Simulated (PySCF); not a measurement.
Bonds: Te1-O2 1.791 Å, Te1-O3 1.791 Å, Te1-F4 1.898 Å, Te1-F5 1.897 Å.

Geometry: PBE0-D3(BJ)/def2-SVP; GIAO absolute shieldings from PySCF 2.14, gas phase, scalar relativity only through the core potential, averaged over equivalent atoms.

At KT2/pcSseg-1 (def2-TZVP on Te) (118 basis functions, 10 s wall time on 1 thread of an Arm Neoverse V1, shared host):
```tsv
atoms	σ (ppm)
O2/O3	-185.3
F4/F5	76.7
```

Task: Predict the values at PBE0/pcSseg-1 (def2-TZVP on Te) on the same geometry.

Result: 
| atoms | σ at PBE0/pcSseg-1 (def2-TZVP on Te) | change |
| --- | --- | --- |
| O2/O3 | -174.9 | +10.4 |
| F4/F5 | 123.6 | +46.9 |

The largest change is at F4/F5 (fluorine bonded to Te). Cost: 118 basis functions, 6.4 s wall time on 1 thread of an Arm Neoverse V1, shared host.

Te is described by an effective core potential, so it has no shielding of its own here; spin–orbit effects on the atoms bonded to it, which can be large, are absent, and the values of these neighbours are rough.
